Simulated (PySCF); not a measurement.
Highest occupied level (eV) of eight boron compounds: PBE beside r2SCAN, computed with PySCF for isolated molecules in the bases named; differences from unrounded values. The eight are the first of their class met in an unordered collection, after screening for sound electronic states; none was chosen by its value. Each molecule has one DFT geometry for both levels.

```json
[
 {"molecule": "C₃H₇BO₂, SMILES COB(C)C=O", "basis": "def2-TZVP", "r2SCAN": "-5.54", "PBE": "-5.25", "difference": "0.29"},
 {"molecule": "C3H5BO, SMILES C1CB(C=1)O", "basis": "def2-TZVP", "r2SCAN": "-6.69", "PBE": "-6.51", "difference": "0.19"},
 {"molecule": "C3H7BFN, SMILES CB(N)/C=C\\F", "basis": "def2-TZVP", "r2SCAN": "-6.36", "PBE": "-6.12", "difference": "0.23"},
 {"molecule": "C3H7BF2O, SMILES CC[C@@H](F)B(O)F", "basis": "def2-TZVP", "r2SCAN": "-7.48", "PBE": "-7.13", "difference": "0.34"},
 {"molecule": "C₂H₆BFO₂, SMILES OCB(F)CO", "basis": "def2-TZVP", "r2SCAN": "-6.38", "PBE": "-6.05", "difference": "0.33"},
 {"molecule": "cyanomethylboronic acid (C₂H₄BNO₂), SMILES N#CCB(O)O", "basis": "def2-TZVP", "r2SCAN": "-8.18", "PBE": "-7.91", "difference": "0.28"},
 {"molecule": "C₄H₅BO, SMILES C#CB1COC1", "basis": "def2-TZVP", "r2SCAN": "-6.09", "PBE": "-5.79", "difference": "0.30"},
 {"molecule": "C3H6BFO2, SMILES COC(B(O)F)=C", "basis": "def2-TZVP", "r2SCAN": "-5.87", "PBE": "-5.65", "difference": "0.23"}
]
```

PBE lies below r2SCAN in 0 and above it in 8 of the eight; the mean signed difference is 0.27 and the largest 0.34 eV.
